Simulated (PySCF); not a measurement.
NMR data simulated for an unnamed compound:

$^{1}$H NMR (500 MHz, computed): δ 4.43 (m, 2H), 4.23 (m, 2H), 3.78 (m, 1H), 3.74 (m, 1H), 2.64 (s, 6H), 2.50 (s, 1H).

$^{13}$C{$^{1}$H} NMR (computed): δ 109.9 (CH), 89.6 (C), 41.2 (CH3).

PySCF calculation with structure optimised with GFN2-xTB and shieldings: GIAO PBE0/pcSseg-1; no solvent, one conformer, rapidly exchanging positions averaged, non-relativistic Hamiltonian.

Chemical shifts δ = σref − σ; $^{1}$H (σ = 31.72 ppm) and $^{13}$C (σ = 186.93 ppm) vs TMS, all at this level.

Q: Which of these does the molecule contain: a vinyl group CH=CH2, a CF3 group, an N-methyl group, a Si–H bond, a C≡C triple bond, a (CH3)2CH unit?

A: 
- A vinyl group CH=CH2: no.
- A CF3 group: no.
- An N-methyl group: yes (δC 41.2; δH 2.64 (s)).
- A Si–H bond: yes (δH 4.43 (m), 4.23 (m)).
- A C≡C triple bond: yes (δC 109.9, 89.6; δH 2.50 (s)).
- A (CH3)2CH unit: no.

The data belong to `InChI=1S/C4H13NSi4/c1-4-9(5(2)3)7-6-8-9/h1H,6-8H2,2-3H3`; they needn't prove each group on their own.

Carbon signals by region: 1 in the sp2 and nitrile region (100–160 ppm), 1 at 50–100 ppm, 1 below 50 ppm.

Shifts are as computed. Against solution values, carbons near 30 ppm lie about +3 ppm off and those near 130 ppm about +5 ppm. Of 1211 compounds with measured shifts, 218 miss one by over three times the rms of a fit or turn the order of signals round; such compounds aren't used in these exercises. Multiplicities follow the n + 1 count of equivalent neighbours, as no J values were calculated; m marks all less simple cases, F and P coupling included.
